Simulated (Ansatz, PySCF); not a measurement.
System: sum formula SiNHF3, net charge -1, singlet state. It need not be the lowest isomer of its formula. Whether it binds its extra electron was not tested at this geometry. 
Structure (B3LYP-D3(BJ)/def2-TZVP (Ansatz, a first-principles code) minimum search):
SMILES: [NH-][Si](F)(F)F
```xyz
6

Si     0.1440     0.0247     0.0162
F     -0.3333    -1.0605    -1.1123
F     -0.6677    -0.5153     1.3127
F     -0.8100     1.2747    -0.4381
N      1.7106     0.2534     0.3318
H      2.3101     0.5899    -0.4099
```
Charge -1, spin multiplicity 1.

Total electronic energies in hartree. Correlated levels leave the core frozen unless marked. Spin-orbit coupling is left out. No relativistic terms. CBS(X,Y): correlation extrapolated as X^-3; Hartree-Fock from the larger set. The bracket is a focal-point correction in the basis named.

```csv
level,program,energy (Eh)
HF/cc-pV(D+d)Z,Ansatz,-642.51850
HF/cc-pVTZ,Ansatz,-642.67308
RI-HF/aug-cc-pV(T+d)Z,Ansatz,-642.69751
PBE/def2-TZVPD,Ansatz,-644.32592
revPBE/def2-TZVPD,Ansatz,___
r2SCAN-D4/def2-TZVPD,Ansatz + dftd4,___
PBE0/6-31G*,Ansatz,-644.11340
PBE0/def2-TZVP,Ansatz,-644.34264
PBE0/def2-TZVPD,Ansatz,-644.34969
PBE0/def2-TZVPD,PySCF,-644.34972
BHLYP-D3(BJ)/def2-TZVPD,Ansatz + dftd3,-644.69062
B2GP-PLYP-D3(BJ)/def2-TZVPD,Ansatz + dftd3,-644.42258
B2GP-PLYP/def2-TZVPD,Ansatz,-644.42006
MP2/6-31G*,Ansatz,-643.25409
MP2/cc-pV(D+d)Z,Ansatz,-643.34138
MP2/cc-pVTZ,Ansatz,-643.76203
SCS-MP2/cc-pV(D+d)Z,Ansatz,-643.31075
SCS-MP2/cc-pwCVTZ,Ansatz,-643.77232
SCS-MP2/cc-pV(Q+d)Z,Ansatz,-643.89073
CCSD/cc-pV(D+d)Z,Ansatz,-643.35382
CCSD(T)/cc-pVDZ,PySCF,-643.34587
CCSD(T)/cc-pV(T+d)Z,Ansatz,-643.80890
"RI-MP2/CBS(aug-cc-pV(T+d)Z,aug-cc-pV(Q+d)Z)+[CCSD(T)-MP2]/aug-cc-pV(T+d)Z",Ansatz,-644.0329
```

Question: Complete the blanks.

Answer: 
- revPBE/def2-TZVPD, energy (Eh): -644.62981
- r2SCAN-D4/def2-TZVPD, energy (Eh): -644.64988
